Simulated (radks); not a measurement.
The numbers below are computed, except where a source is named.
Spherical jellium clusters: N electrons in a uniform positive sphere of charge N and radius rs N^(1/3), rs = 5.4 bohr. Level of theory: non-relativistic Kohn-Sham, LDA (Slater exchange, Perdew-Wang correlation), spin-polarised, spherical densities (a radial shooting solver with Libxc functionals). Levels are named by radial order and angular momentum (1s, 1p, 1d, 2s, ...), and open shells are averaged over m.

N = 8, configuration 1s2 1p6. This is the lowest configuration that the search found. Occupied and some empty levels:

level,occupation,eigenvalue (eV),<r> (bohr)
1s,2,-3.2273,7.230
1p,6,-2.5535,8.497
1d,0,-1.6912,9.623
2s,0,-1.2536,9.017
1f,0,-0.73132,10.94

Energy (eV): total -14.1230, kinetic 7.8388, external -192.17, Hartree 95.763, exchange-correlation -22.305, background 96.752. Static polarisability (adiabatic kernel): 1632 bohr^3, against R^3 = 1260 for a classical metal sphere.
